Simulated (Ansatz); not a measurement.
Coupled-cluster run, `C/C=[CH]\[GaH][SH]`.

```yaml
crystal:
  periodic: [false, false, false]
  atoms:
    - {symbol: C, position_ang: [-0.344542, 0.600854, 1.406539]}
    - {symbol: C, position_ang: [0.912224, -0.023650, 0.908849]}
    - {symbol: C, position_ang: [1.095103, -0.661684, -0.248902]}
    - {symbol: Ga, position_ang: [-0.208119, -0.985277, -1.657216]}
    - {symbol: S, position_ang: [-1.687912, 0.536687, -2.270201]}
    - {symbol: H, position_ang: [-0.622668, 0.177284, 2.376758]}
    - {symbol: H, position_ang: [-1.181903, 0.459264, 0.721285]}
    - {symbol: H, position_ang: [-0.205785, 1.675035, 1.568844]}
    - {symbol: H, position_ang: [1.756903, 0.052323, 1.596105]}
    - {symbol: H, position_ang: [2.085104, -1.084486, -0.417547]}
    - {symbol: H, position_ang: [-0.284699, -2.295110, -2.506987]}
    - {symbol: H, position_ang: [-1.236606, 1.493563, -1.443527]}
basis:
  gaussian: {orbitals: def2-TZVPP}
correlation: {method: ccsd_t}
```

```sh
$ ansatz run in.yaml --threads 4 --pin off --events-out ev --progress --plain --max-ram 10444MiB
```

Output of Ansatz, abridged:

```
Functional definition: HF
1661 factors; integrals over basis functions are off by at most 1.0e-3 eV
mean field evaluation 1: about -66351.8987 eV, gradient 3.5e1 eV
mean field evaluation 2: about -66352.1051 eV, gradient 3.5e1 eV
mean field evaluation 4: about -66355.7134 eV, gradient 4.7e0 eV
mean field evaluation 8: about -66355.7795 eV, gradient 3.4e-1 eV
mean field -66355.78008865 eV, -2438.5299406949 hartree, gradient 1.9e-6 eV, S^2 0.000000; 0 other end points of the search recorded, 0 dependent functions left out
17 core orbitals not correlated: weight in the atoms' cores, before any rotation towards them, 1.000 or more for the frozen orbitals, at most 0.000 for the correlated occupied ones
reference -66355.78008865 eV, -2438.5299406949 hartree; 19, 19 occupied and 245, 245 virtual orbitals, 1661 factors
second order -24.63519776 eV of doubles, -0.00000000 eV of singles
cycle   1  -24.98038763 eV  change   -3.5e-1 eV  update   1.2e-1
cycle   2  -25.72836330 eV  change   -7.5e-1 eV  update   3.6e-2
cycle   3  -25.85866834 eV  change   -1.3e-1 eV  update   1.8e-2
cycle   4  -25.85072711 eV  change    7.9e-3 eV  update   4.7e-3
cycle   5  -25.84997019 eV  change    7.6e-4 eV  update   2.1e-3
cycle   6  -25.85010634 eV  change   -1.4e-4 eV  update   6.9e-4
cycle   7  -25.85000207 eV  change    1.0e-4 eV  update   3.3e-4
cycle   8  -25.85001361 eV  change   -1.2e-5 eV  update   1.1e-4
cycle   9  -25.85004473 eV  change   -3.1e-5 eV  update   4.2e-5
perturbative correction -1.17269879 eV, -0.0430958858 hartree
Total energy: -66382.80283218 eV, -2439.5230082027 hartree
```

Run time 6.8 min (4 threads of an Intel Xeon on a shared host); peak host memory 8 GiB.

Correlation energy per correlated electron: -0.711 eV. T1 diagnostic: 0.0127.
